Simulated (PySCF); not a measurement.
CH4O2Se, SMILES CO[Se]O. The structure is a stationary point at B3LYP-D3(BJ)/def2-SVP. This is a generated structure with no PubChem entry under its InChIKey; it may be hypothetical. Other conformers were not sampled.

Computed equilibrium geometry at B3LYP-D3(BJ)/def2-SVP (PySCF confirms it by a frequency run) as Cartesian coordinates in Å (one conformer of several):
```xyz
8

Se    -0.2789    -0.0558     0.6149
O     -1.2624     1.1193    -0.3520
H     -0.9721     2.0099    -0.0991
O      1.2434    -0.1175    -0.3531
C      1.1778    -0.8413    -1.5759
H      0.4851    -0.3622    -2.2885
H      2.1933    -0.8294    -2.0015
H      0.8613    -1.8880    -1.4211
```
